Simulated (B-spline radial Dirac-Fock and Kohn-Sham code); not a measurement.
# Dipole and non-dipole photoemission parameters of Gd 4p3/2

System: the Gd atom, [Xe] 4f7 5d1 6s2; threshold 271.0 eV (tabulated edge). Method: Dirac-Hartree-Slater photoionisation with a Latter tail; cross sections with all multipoles, angular parameters from the dipole term and its interference with E2. Computed with a radial finite-basis atomic code.

```tsv
hν (eV)	σ (kb)	β	γ	δ
300	286	-0.687	-0.091	0.034
438	235	0.629	0.048	0.064
562	191	1.046	0.231	0.041
566	190	1.055	0.234	0.041
600	179	1.126	0.256	0.035
713	149	1.296	0.280	0.022
766	136	1.353	0.275	0.018
820	125	1.401	0.263	0.014
1000	95.8	1.514	0.202	0.007
1010	94.5	1.518	0.198	0.006
1110	82.4	1.560	0.160	0.004
1253.6	?	?	?	?
1420	56.5	1.641	0.060	0.001
1960	32.6	1.704	-0.027	0.001
2984.4	14.6	1.730	0.005	0.004
3950	8.18	1.720	0.137	0.007
4780	5.39	1.702	0.276	0.010
9190	1.14	1.584	1.002	0.030
9251.7	1.12	1.582	1.011	0.030
9350	1.09	1.580	1.025	0.031
9750	0.983	1.569	1.082	0.033
11400	0.655	1.526	1.300	0.043
12700	0.492	1.493	1.455	0.052
```

Question: Give the values at Mg Kα (1253.6 eV).

Answer: σ = 68.7 kb, β = 1.604, γ = 0.110, δ = 0.002.
